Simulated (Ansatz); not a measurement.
Stepwise reaction of `[SH][SnH3]` with hydrogen sulfide, as a gas-phase model of exchange steps in deposition or etching. ΔE in kJ/mol; ΔG adds harmonic PBE0-D4 terms to CCSD(T)/CBS, at 1 bar.

Gas-phase electronic energies from Ansatz, PBE0-D4/def2-TZVP geometries. CCSD(T)/CBS adds triple-zeta CCSD(T) − MP2 to the extrapolated MP2 energy (def2 sets, frozen cores). This one scheme is used for every species. Functionals use def2-TZVPP. B3LYP here is the variant with VWN-RPA as its local correlation; programs differ in this. def2 core potentials past Kr. For Sn outer-core shells are correlated without core-valence functions, which leaves a few kJ/mol of doubt a bond. Each species was taken in one conformer, which may not be the lowest.

| step | reaction | PBE-D4 | B3LYP-D4 | ωB97M-V | CCSD(T)/CBS | ΔG(600 K) |
| --- | --- | --- | --- | --- | --- | --- |
| 1 | `[SH][SnH3]` + H₂S → `[SH][SnH2][SH]` + H₂ | -48.8 | -45.0 | -40.8 | -48.4 | -45.9 |
| 2 | `[SH][SnH2][SH]` + H₂S → `[SH][SnH]([SH])[SH]` + H₂ | -52.8 | -48.8 | -44.5 | -51.4 | -33.9 |

Give the row of step 3, `[SH][SnH]([SH])[SH]` + H₂S → `[SH][Sn]([SH])([SH])[SH]` + H₂. (Estimate.)

The calculation gave: 
```tsv
step	reaction	PBE-D4	B3LYP-D4	ωB97M-V	CCSD(T)/CBS	ΔG(600 K)
3	`[SH][SnH]([SH])[SH]` + H₂S → `[SH][Sn]([SH])([SH])[SH]` + H₂	-53.7	-51.5	-44.8	-51.0	-38.0
```

By hand: ΔE of the 3 steps together at CCSD(T)/CBS.

(-48.4) + (-51.4) + (-51.0) = -150.8 kJ/mol, or -50.3 kJ/mol a step.

In ΔE the steps differ by no more than 3.0 kJ/mol. All are downhill at CCSD(T)/CBS. ΔG lies between -45.9 and -33.9 kJ/mol a step. PBE-D4 differs from CCSD(T)/CBS by -2.7 to -0.4 kJ/mol a step. Isolated molecules leave out the surface, adducts and barriers. Largest T1 diagnostic: 0.012.
